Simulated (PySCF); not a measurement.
A species of formula C7H14P2 has this rotational fingerprint, computed with PBE0/pcSseg-1 in PySCF (dipole) on a GFN2-xTB geometry, gas phase:

```
Rotational constants : A = 1702, B = 824.8, C = 722.6 MHz
Dipole components    : |μa| = 0.20 D, |μb| = 2.91 D, |μc| = 0.27 D
Inertial defect      : -210.30 u·Å²
κ                    : -0.79
```

Question: Which structure is it? (One computed conformer of each.)
A. `[CH2:1]=[C:2]([CH3:3])/[P:4]=[P:5]\[C:6]([CH3:7])([CH3:8])[CH3:9]` with C1–C2–P4–P5 -86°
B. `[CH3:1][C:2]#[C:3][P:4]([CH3:5])[CH2:6][P:7]([CH3:8])[CH3:9]` with C3–P4–C6–P7 171°, P4–C6–P7–C8 73°
C. `[CH3:1][CH2:2][P:3]([PH2:4])[C:5]1=[CH:6][CH2:7][CH2:8][CH2:9]1` with C1–C2–P3–P4 -173°, C2–P3–P4–H -92° and 175°, C2–P3–C5–C6 137°, C5–C6–C7–C8 -13°, C6–C7–C8–C9 20°, C7–C8–C9–C5 -20°, P3–C5–C9–C8 -166°
D. `[CH3:1][P:2]([CH3:3])[PH:4][C:5]1=[CH:6][CH2:7][CH2:8][CH2:9]1` with C1–P2–P4–C5 81°, P2–P4–C5–C6 -113°, C5–C6–C7–C8 -12°, C6–C7–C8–C9 19°, C7–C8–C9–C5 -19°, P4–C5–C9–C8 -168°
E. `[CH3:1][C:2]1=[CH:3][P:4]([P:5]([CH3:6])[CH3:7])[CH2:8][CH2:9]1` with C3–P4–P5–C6 175°, C2–C3–P4–P5 85°, C3–P4–C8–C9 21°, P4–C8–C9–C2 -26°, C1–C2–C9–C8 -163°

Answer: A. It is C=C(C)/P=P\C(C)(C)C, an asymmetric top, point group C1. The candidates at the same level (rigid rotor, commonest isotopes):

```tsv
SMILES	A (MHz)	B (MHz)	C (MHz)	μa (D)	μb (D)	μc (D)	Δ (u·Å²)	point group	rotor
CP(C)PC1=CCCC1	2381	642.4	626.6	0.36	0.58	0.05	-192.30	C1	near-prolate asymmetric top
CC1=CP(P(C)C)CC1	2071	791.4	695.6	0.81	0.14	0.57	-156.05	C1	asymmetric top
CCP(P)C1=CCCC1	1486	848.2	669.8	0.97	0.58	0.30	-181.37	C1	asymmetric top
C=C(C)/P=P\C(C)(C)C	1702	824.8	722.6	0.20	2.91	0.27	-210.30	C1	asymmetric top
CC#CP(C)CP(C)C	2146	509.8	473.7	0.75	1.70	0.50	-159.88	C1	near-prolate asymmetric top
```

`CC#CP(C)CP(C)C` has B 38 % too low; `CP(C)PC1=CCCC1` has A 40 % too high; `CCP(P)C1=CCCC1` has A 13 % too low; `CC1=CP(P(C)C)CC1` has A 22 % too high. No structure here is proved a minimum.
